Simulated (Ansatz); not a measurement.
Reactions of CHBClNO, SMILES `O=C=NBCl`.

Gas-phase electronic energies from Ansatz, PBE0-D4/def2-TZVP geometries. CCSD(T)/CBS is the MP2 limit (def2-TZVPP, def2-QZVPP) plus CCSD(T) − MP2 in def2-TZVPP, frozen cores. This one scheme is used for every species. Functionals use def2-TZVPP. B3LYP here is the variant with VWN-RPA as its local correlation; programs differ in this. For Se outer-core shells are correlated without core-valence functions, which leaves a few kJ/mol of doubt a bond. Scalar relativity is left out up to krypton. One conformer a species, not always the lowest.

```
                                                   reaction  CCSD(T)/CBS(def2) (kJ/mol)
                    `O=C=NBCl` + CH₃NH₂ → `NCBCl` + `N=C=O`                           ?
                    `O=C=NBCl` + CH₃NH₂ → `CNBCl` + `N=C=O`                           ?
                   `O=C=NBCl` + H₂Se → `ClB[SeH]` + `N=C=O`                          28
                `O=C=NBCl` + `CCNC` → `CCN(C)BCl` + `N=C=O`                         -46
     `O=C=NBCl` + `[SiH3][SeH]` → `[SiH3][Se]BCl` + `N=C=O`                          30
`O=C=NBCl` + `O[SiH2][SiH3]` → `[SiH3][SiH2]OBCl` + `N=C=O`                         -36
```

Task: Fill in the missing values. (An estimate is asked.)

Result: The calculation gave: `O=C=NBCl` + CH₃NH₂ → `NCBCl` + `N=C=O`: +98.5 kJ/mol; `O=C=NBCl` + CH₃NH₂ → `CNBCl` + `N=C=O`: -42.1 kJ/mol.

Largest T1 diagnostic: 0.018, for `N=C=O`.
